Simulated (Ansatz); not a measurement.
System: sum formula SiOCl3, charge 0, multiplicity 2. It need not be the lowest isomer of its formula. 
Coordinates optimised at B3LYP-D3(BJ)/def2-TZVP (Ansatz, a quantum-chemistry and plane-wave program):
SMILES: [O][Si](Cl)(Cl)Cl
```xyz
5

Si     0.2165    -0.0547     0.1416
Cl     0.5229     1.6018    -0.9990
Cl    -0.1825    -1.6878    -0.9945
Cl    -1.3064     0.2075     1.4565
O      1.6739    -0.1626     0.8933
```
Charge 0, spin multiplicity 2.

Total electronic energies in hartree. Valence correlation only, unless marked. UHF or UKS for open shells. No spin-orbit coupling. Non-relativistic. Basis-set limits of correlation are two-point, X^-3; Hartree-Fock from the larger set (for Q and 5 zeta extrapolated as (X+1)exp(-9√X)).

| level | program | energy (Eh) |
|---|---|---|
| HF/6-31G | Ansatz | -1742.16697 |
| SVWN5/def2-TZVPD | Ansatz | -1739.40992 |
| r2SCAN-D3(BJ)/def2-TZVPD | Ansatz + dftd3 | -1745.38276 |
| PBE0/6-31G* | Ansatz | -1744.70364 |
| B2GP-PLYP-D3(BJ)/def2-TZVPD | Ansatz + dftd3 | -1744.78548 |
| B2PLYP/def2-TZVPD | Ansatz | -1744.96953 |
| MP2/6-31G* | Ansatz | -1742.96403 |
| MP2/cc-pVTZ | Ansatz | -1743.40542 |
| MP2/CBS(cc-pV(T+d)Z,cc-pV(Q+d)Z) | Ansatz | -1743.5851 |
| SCS-MP2/cc-pV(D+d)Z | Ansatz | -1743.07693 |
| SCS-MP2/cc-pwCVTZ | Ansatz | -1743.41696 |
| CCSD(T)/STO-3G | Ansatz | -1723.40896 |
| CCSD(T)/cc-pV(T+d)Z | Ansatz | -1743.51260 |
| CCSD(T)/cc-pVTZ | Ansatz | -1743.49902 |
| CCSD(T)/CBS(cc-pV(Q+d)Z,cc-pV(5+d)Z) | Ansatz | -1743.6853 |

Totals of different functionals don't rank their quality; only differences between species are comparable.
